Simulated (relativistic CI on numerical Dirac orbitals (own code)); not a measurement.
## Slater and spin-orbit integrals, Cu XIII

Computed by Dirac-Coulomb-Breit CI, orbitals from a KLI potential per configuration, QED by a radiative potential, unscaled Slater integrals (own radial code, finite nucleus).

Slater integrals F^k, G^k are unscaled and averaged over j, outside the closed core [Ne]; ζ comes from projecting the Hamiltonian with its Breit term on Σ l·s of the shell.

- 3s²3p⁵: ζ(3p) = 19211 cm⁻¹; <r>(3p) = 0.6279, <r^2>(3p) = 0.4547 (bohr units).
- 3s²3p⁴3d: F^2(3p,3p) = 159350, ζ(3p) = 19196, F^2(3p,3d) = 157770, G^1(3p,3d) = 181120, G^3(3p,3d) = 117120, ζ(3d) = 1730.4 cm⁻¹; <r>(3p) = 0.6287, <r^2>(3p) = 0.4559, <r>(3d) = 0.5926, <r^2>(3d) = 0.4114 (bohr units).
- 3s3p⁵3d: G^1(3s,3p) = 206980, ζ(3p) = 19172, G^2(3s,3d) = 139160, F^2(3p,3d) = 157570, G^1(3p,3d) = 180980, G^3(3p,3d) = 116990, ζ(3d) = 1771.8 cm⁻¹; <r>(3s) = 0.6302, <r^2>(3s) = 0.4521, <r>(3p) = 0.6294, <r^2>(3p) = 0.4569, <r>(3d) = 0.5936, <r^2>(3d) = 0.4129 (bohr units).

Averages of the first 10 configurations, taken without configuration mixing, which lowers the lowest level and can move excited configurations by several eV; other configurations of the list can lie among them:

| Configuration | Parity | States | Average energy above the lowest level (eV) |
| --- | --- | --- | --- |
| 3s²3p⁵ | odd | 6 | 2.5 |
| 3s3p⁶ | even | 2 | 57.0 |
| 3s²3p⁴3d | even | 150 | 70.9 |
| 3s3p⁵3d | odd | 120 | 122.2 |
| 3p⁶3d | even | 10 | 180.6 |
| 3s3p⁴3d² | even | 1350 | 189.7 |
| 3s²3p⁴4s | even | 30 | 195.7 |
| 3s²3p³3d4p | even | 1200 | 281.2 |
| 3s²3p⁴4p | odd | 90 | 212.7 |
| 3p⁶4s | even | 2 | 307.3 |
